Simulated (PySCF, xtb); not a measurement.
C2H12OSi3, SMILES CCO[SiH2][SiH2][SiH3].

GFN2-xTB (xtb 6.7.1) at its own geometry gives an orbital gap of 3.86 eV and a dipole moment of 1.00 D.

Coordinates come from a r2SCAN-D4/def2-SVP optimisation. The structure was generated by enumeration, and PubChem lists no compound with its InChIKey, so it may never have been made. Other conformers were not sampled.

What does PBE/def2-TZVP (PySCF) give? (The exact figures need the calculation; the answer reports its results.)

gap 4.97 eV (levels -6.28 and -1.31 eV), dipole 0.99 D.
